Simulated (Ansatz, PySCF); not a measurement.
The pair A = N2 (SMILES N#N) (first 2 atoms), B = C2H6 (SMILES CC); geometry from B3LYP-D3(BJ)/def2-TZVP.
(charge 0, multiplicity 1):
```xyz
10

N     -0.47720    -0.12635    -0.24761
N      0.60679    -0.23257    -0.30762
C     -0.67206     0.42665     3.44913
C      0.63956    -0.33642     3.28891
H     -1.16518     0.57883     2.48713
H     -0.50698     1.40993     3.89406
H     -1.36890    -0.11368     4.09292
H      0.47592    -1.31938     2.84271
H      1.12901    -0.49014     4.25262
H      1.33904     0.20325     2.64754
```

Correlated levels freeze the cores. CBS: X⁻³ extrapolation of the correlation energy, Hartree–Fock from the larger set. MP2 and its Hartree–Fock in aug-cc-pVTZ are density fitted.

The values were computed with Ansatz (an electronic-structure program) with Gaussian orbitals; PySCF for the dispersion terms. Each number belongs to the level named beside it.

The monomers are drawn apart, rigid, along the line of their centres of mass. Counterpoise-corrected interaction energies (kcal/mol):

```tsv
level	R = 4.817 Å	R = 5.980 Å
PBE-D3(BJ)/def2-TZVPPD	-0.3142	-0.0709
wB97M-V/def2-TZVPPD	-0.2287	-0.0593
MP2/CBS(aug-cc-pVDZ, aug-cc-pVTZ) + ΔCCSD(T)/aug-cc-pVDZ	-0.2171	-0.0548
```

Q: R is the distance of the centres of mass. Find the local exponent m of E ∝ R⁻ᵐ between the two points.

A: 
m = ln(E₁/E₂)/ln(R₂/R₁): PBE-D3(BJ)/def2-TZVPPD 6.9; wB97M-V/def2-TZVPPD 6.2; MP2/CBS(aug-cc-pVDZ, aug-cc-pVTZ) + ΔCCSD(T)/aug-cc-pVDZ 6.4. For scale, two fixed dipoles give m = 3, dipole and quadrupole 4, quadrupoles 5, and dispersion or dipole-induced dipole 6 at long range; at these distances several terms mix, and what is left of overlap and damping shifts m, so it need not match one of them.
